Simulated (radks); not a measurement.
Results of a calculation; reference values are marked as such.
Valence configurations of Rh II (all share [Kr]). Level of theory: Dirac Kohn-Sham, BLYP, spin-unpolarised, spherical densities, point nucleus; open shells fill j = l - 1/2 first (a radial shooting solver on a logarithmic mesh with Libxc functionals). Energies are relative to 4d8; eigenvalues in eV.

| valence | E (eV) | e(4d3/2) | e(4d5/2) | e(5p1/2) | e(5s1/2) |
|---|---|---|---|---|---|
| 4d8 | 0.000 | -13.737 | -13.335 | - | - |
| 4d7.5 5s0.5 | 1.409 | -15.212 | -14.795 | - | -11.550 |
| 4d7 5s1 | 3.256 | -16.763 | -16.330 | - | -12.177 |
| 4d7.5 5p0.5 | 3.729 | -15.836 | -15.417 | -7.297 | - |
| 4d6.5 5s1 5p0.5 | 8.099 | -18.987 | -18.536 | -8.111 | -13.201 |
| 4d7 5p1 | 8.137 | -17.975 | -17.538 | -8.012 | - |
| 4d6 5s2 | 8.388 | -20.061 | -19.595 | - | -13.447 |
| 4d6 5s1.5 5p0.5 | 11.021 | -20.654 | -20.186 | -8.522 | -13.825 |
| 4d6 5p2 | 19.138 | -22.339 | -21.864 | -9.358 | - |
| 4d5.5 5s0.5 5p2 | 22.900 | -24.028 | -23.537 | -9.748 | -15.471 |

NIST lists [Kr] 4d8 as the ground configuration; this level of theory agrees among the configurations tried. The energies are those of spherical spin-averaged densities, not of single terms.
